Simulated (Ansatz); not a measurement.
`F[SiH]1C[N]1[GeH3]`. The species carries charge 0 and has multiplicity 1. Geometry: relaxed with PBE0-D4/def2-TZVP.

```xyz
11

F     2.570   -0.029   -1.335
Si    1.482   -0.755   -0.428
C    -0.237   -0.967   -0.980
N     0.119    0.061    0.069
Ge   -0.964    1.192    1.003
H     2.230   -1.644    0.476
H    -0.562   -0.557   -1.937
H    -0.869   -1.787   -0.639
H    -0.077    1.946    2.004
H    -2.041    0.368    1.734
H    -1.651    2.172    0.034
```

What is the dipole moment at ωB97M-V/def2-TZVPP? (Estimate.)

Ansatz gave: 1.12 D, with components (-0.66, -0.61, 0.66) D in this frame, pointing from negative to positive charge.

And with PBE, r2SCAN, B3LYP? (Estimate.)

Ansatz gave: PBE 1.08 D, r2SCAN 1.09 D, B3LYP 1.14 D.

Give the Mulliken charges with ωB97M-V, B3LYP, r2SCAN in def2-TZVPP. (An estimate is asked.)

Ansatz gave: 
```
atom  ωB97M-V  B3LYP  r2SCAN
  F1    -0.31  -0.32   -0.32
 Si2     0.61   0.63    0.67
  C3    -0.29  -0.22   -0.18
  N4    -0.43  -0.39   -0.44
 Ge5     0.19   0.22    0.25
  H6    -0.03  -0.07   -0.08
  H7     0.12   0.11    0.08
  H8     0.12   0.11    0.08
  H9     0.01  -0.01   -0.02
 H10     0.00  -0.02   -0.03
 H11     0.00  -0.02   -0.03
```

B3LYP here is the variant with VWN-RPA as its local correlation; programs differ in this.
